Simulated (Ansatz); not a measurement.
Born–Oppenheimer molecular dynamics of AlH$_{2}$NOSe (6 atoms, charge 0, multiplicity 1). It starts from a relaxed structure.

Method: RKS PBE/def2-SVP (Ansatz).

```yaml
ensemble: NVE (velocity Verlet)
time_step: 1 fs
steps_asked: 400
starting_velocities_drawn_for: 1000 K
seed: 807258
```

First frame:

```xyz
6
Properties=species:S:1:pos:R:3
N -0.504 1.141 -0.233
Al 0.177 -0.457 0.073
O 1.414 -1.312 0.939
Se 0.374 -2.708 -0.110
H -0.163 2.012 0.180
H -1.297 1.323 -0.850
```

(1) How far do the bonds stretch over the last three quarters of this one trajectory? (Pairs bonded in most of those frames.)

Results:

(1) 
| bond | mean (Å) | spread (Å) | shortest | longest |
| --- | --- | --- | --- | --- |
| N1–Al2 | 1.773 | 0.024 | 1.72 | 1.82 |
| N1–H5 | 1.028 | 0.030 | 0.97 | 1.09 |
| N1–H6 | 1.027 | 0.032 | 0.96 | 1.09 |
| Al2–O3 | 1.736 | 0.024 | 1.68 | 1.80 |
| Al2–Se4 | 2.290 | 0.088 | 2.13 | 2.42 |
| O3–Se4 | 2.043 | 0.054 | 1.96 | 2.13 |

Mean temperature of the second half: 479 K. The conserved energy stayed within 1.9 meV per atom of its start (net change 0.97 meV per atom), so the integration is sound. Over the second half the temperature averaged 0.48 of the 1000 K drawn at the start: a run that starts near a minimum puts about half its kinetic energy into the potential. A run of 0.4 ps of so small a system gives no equilibrium averages.

The run took 14 min on 2 threads of Arm Neoverse N1, on a shared host, peak memory 0.13 GiB.
